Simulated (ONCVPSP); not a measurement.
**Ranking ONCV potentials for Mg (Z = 12)**

All share these settings but for the change named:

ONCVPSP 4.0.1 input, shortened (lines: element, Z, core and valence counts, functional; n l f; lmax; l rc ep ncon nbas qcut; lloc lpopt rc5 dvloc0; l nproj debl; icmod fcfact rcfact), PBE, scalar-relativistic:

```
  Mg 12.00    1    3        4      upf
    1    0    2.00
    2    0    2.00
    2    1    6.00
    3    0    2.00
    2
    0    1.10    0.00    5    9   13.60
    1    1.30    0.00    4    8   12.60
    2    1.10    0.21    5    9    9.50
    2    5    1.10    0.00
    0    2    1.30
    1    2    0.60
    2    0    1.30
    0    0.00    0.00
```

In the p channel the program set the typed energies aside and used -1.713, 0.250 Ha.

Test errors are all-electron minus pseudo excitation energies from the reference, over 2s2 2p6 3s1; 2s2 2p6 3s0; 2s2 2p6 3s1.5; 2s2 2p5 3s2. None of these files shows a bound ghost.

The base gives 353.7 meV.

Of 10 variants that were run, those that failed, showed a ghost or another fault, or gave nearly equal values are left out.

A variant can come out equal or close to the base, since the largest error may sit in a test that the change hardly touches while other tests move.

Question: Rank these variants by their largest absolute test error, smallest first.
A. s: qcut 12.4; p: qcut 11.5; d: qcut 8.6
B. s: qcut 8.9; p: qcut 8.2; d: qcut 6.2
C. s: qcut 17.5; p: qcut 16.2; d: qcut 12.2
D. s: qcut 16.2; p: qcut 15; d: qcut 11.3
E. s: qcut 13.8; p: qcut 12.8; d: qcut 9.7

Answer: C (205.2 meV), D (274.8 meV), E (340.1 meV), A (413.6 meV), B (696.6 meV).
